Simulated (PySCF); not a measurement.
C5H5O2 (doublet state).
SMILES with atom numbers: `[CH2:1][C:2]1=[CH:3][O:4][C:5](=[O:6])[CH2:7]1` (hydrogens: H8, H9 on C1; H10 on C3; H11, H12 on C7)

Cartesian coordinates in Å at the GFN2-xTB level; atoms count from 1:
```xyz
12
C5H5O2 angstrom
C      1.9117    0.0915    0.0959
C      0.5666    0.1016   -0.1146
C     -0.1282    0.6227   -1.2006
O     -1.4711    0.4683   -1.0979
C     -1.7760   -0.1693    0.0671
O     -2.8994   -0.4233    0.3895
C     -0.4828   -0.4625    0.8050
H      2.5869    0.5215   -0.6197
H      2.3302   -0.3463    0.9826
H      0.2325    1.1144   -2.0823
H     -0.3766   -1.5363    0.9644
H     -0.4926    0.0171    1.7847
```

The hyperfine couplings belong to this conformer and change with its torsions.

Method used: PySCF 2.14.0, UKS B3LYP, pcH-1 on C H O, non-relativistic, mean-field spin-orbit, GIAO. Isolated species at its GFN2-xTB geometry (one conformer only). Couplings are sensitive to structure, and on GFN2-xTB geometries they can be far from those on DFT ones. Stability of the SCF solution: not tested. ⟨S²⟩ is 0.775 where a pure state has 0.75.

The largest Mulliken spin populations are on C1 (+0.64), C3 (+0.61) and C2 (-0.25). The angles at C1 add up to 360.0°, so it is planar.

(1) Test a(H) = Q·ρ(C) for the protons on planar carbons with a spin population beyond ±0.08.

Answers

(1) 
```csv
H,C,ρ(C),a(H) (G),a/ρ (G)
H8,C1,+0.641,-13.39,-20.9
H9,C1,+0.641,-14.17,-22.1
H10,C3,+0.609,-15.85,-26.0
```

A least-squares line through the origin gives Q = -22.9 G with Mulliken populations. In McConnell's picture π spin on carbon polarises the C–H bond and leaves opposite spin at the proton, which makes Q negative, as found here.

Couplings in gauss use g_iso = 2.0029.
